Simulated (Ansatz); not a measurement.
Isolated molecules relaxed with PBE0-D4/def2-TZVP in Ansatz; ΔE leaves out vibrations. CCSD(T)/CBS adds triple-zeta CCSD(T) − MP2 to the extrapolated MP2 energy (def2 sets, frozen cores). This one scheme is used for every species, atoms too. For atomizations the MP2-based limit and the directly extrapolated one differ by several kJ/mol either way, and by 10 to 25 for some Ge, Se and Sn compounds, so smaller differences from it don't rank the levels. DFT in def2-TZVPP. B3LYP here is the variant with VWN-RPA as its local correlation; programs differ in this. Open shells (•) are unrestricted, without spin–orbit coupling. Spin–orbit coupling would lower the free atoms: a little for C. Each species was taken in one conformer, which may not be the lowest.

`CCC(/C=C/NC)=N/C` → 7 C• + 14 H• + 2 N•  (atomization)

```csv
level,ΔE (kcal/mol),difference from CCSD(T)/CBS
B97M-V,2239.3,9.8
PBE0-D4,2257.8,28.3
r2SCANh-D4,2227.1,-2.4
PBE,2288.6,59.1
BLYP,2217.6,-11.9
B3LYP,2225.4,-4.1
BHLYP,2162.4,-67.1
LC-ωPBE,2233.4,3.9
SCS-MP2/def2-TZVPP,2200.2,-29.3
MP2/def2-QZVPP,2239.9,10.4
CCSD(T)/CBS,2229.5,0
```

Largest T1 diagnostic among the species: 0.012.

From BLYP to BHLYP (50 % exact exchange), in def2-TZVPP and without D4, ΔE moves by −55.1 kcal/mol: exact exchange takes away binding that semilocal exchange gives to molecules. In def2-TZVPP, CCSD(T) changes the Hartree–Fock value by +558.6 kcal/mol (the triples alone add +35.1 kcal/mol) and MP2 by +591.3 kcal/mol; breaking electron pairs costs correlation energy, which Hartree–Fock lacks. Leaving LDA and LC-ωPBE aside and taking each functional with its dispersion term where it has one, the values, not all of them listed here, spread over 125.0 kcal/mol, from BHLYP-D4 to PBE-D4. LDA lies +283.7 kcal/mol from PBE without D4, its usual overbinding.
